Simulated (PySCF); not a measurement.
Molfile (atoms numbered from 1):
```
C6H7NO2
     RDKit          3D

 16 16  0  0  0  0  0  0  0  0999 V2000
    1.8021    0.5031    0.7915 C   0  0  0  0  0  0  0  0  0  0  0  0
    1.0802    0.2309   -0.5228 C   0  0  0  0  0  0  0  0  0  0  0  0
   -0.0025   -0.8183   -0.3508 C   0  0  2  0  0  0  0  0  0  0  0  0
   -0.7050   -1.1072   -1.5847 O   0  0  0  0  0  0  0  0  0  0  0  0
   -1.8969   -0.7309   -1.0881 C   0  0  0  0  0  0  0  0  0  0  0  0
   -2.9695   -0.7154   -1.5867 O   0  0  0  0  0  0  0  0  0  0  0  0
   -1.3382   -0.3839    0.3056 C   0  0  2  0  0  0  0  0  0  0  0  0
   -1.4721    0.9871    0.6976 C   0  0  0  0  0  0  0  0  0  0  0  0
   -1.5744    2.0859    0.9950 N   0  0  0  0  0  0  0  0  0  0  0  0
    2.2515   -0.4083    1.1799 H   0  0  0  0  0  0  0  0  0  0  0  0
    2.5886    1.2351    0.6343 H   0  0  0  0  0  0  0  0  0  0  0  0
    1.1133    0.8989    1.5339 H   0  0  0  0  0  0  0  0  0  0  0  0
    0.6345    1.1523   -0.9036 H   0  0  0  0  0  0  0  0  0  0  0  0
    1.7850   -0.1379   -1.2706 H   0  0  0  0  0  0  0  0  0  0  0  0
    0.4084   -1.7445    0.0626 H   0  0  0  0  0  0  0  0  0  0  0  0
   -1.7126   -1.0379    1.0953 H   0  0  0  0  0  0  0  0  0  0  0  0
  1  2  1  0
  2  3  1  0
  3  4  1  0
  4  5  1  0
  5  6  2  0
  5  7  1  0
  7  8  1  0
  8  9  3  0
  7  3  1  0
  1 10  1  0
  1 11  1  0
  1 12  1  0
  2 13  1  0
  2 14  1  0
  3 15  1  1
  7 16  1  1
M  END
```

Geometry: GFN2-xTB; GIAO absolute shieldings from PySCF 2.14.0 with density-fitted response routines, gas phase, non-relativistic, averaged over equivalent atoms.

At PBE0/pcSseg-1 (188 basis functions, 46 s wall time on 1 thread of an Arm Neoverse N1, shared host):
```
      atoms  σ (ppm)
         C5     23.5
         C8     69.9
         C3    111.9
         C7    142.4
         C2    157.3
         C1    176.6
         O6   -101.8
         O4     28.3
         N9    -49.3
        H15    27.43
        H16    27.62
        H14    29.50
        H13    29.60
H10/H11/H12    30.58
```

Q: Predict the values at BLYP/pcSseg-1 on the same geometry.

A: 
| atoms | σ at BLYP/pcSseg-1 | change |
| --- | --- | --- |
| C5 | 16.8 | -6.7 |
| C8 | 65.8 | -4.1 |
| C3 | 98.9 | -13.0 |
| C7 | 132.3 | -10.1 |
| C2 | 145.4 | -11.9 |
| C1 | 166.7 | -9.9 |
| O6 | -99.7 | +2.1 |
| O4 | 8.4 | -19.9 |
| N9 | -50.4 | -1.1 |
| H15 | 27.53 | +0.10 |
| H16 | 27.70 | +0.08 |
| H14 | 29.56 | +0.06 |
| H13 | 29.68 | +0.08 |
| H10/H11/H12 | 30.66 | +0.08 |

The largest change is at O4 (ester alkoxy oxygen). Cost: 188 basis functions, 65 s wall time on 1 thread of an Arm Neoverse N1, shared host. The order of the carbon signals is the same at both levels.
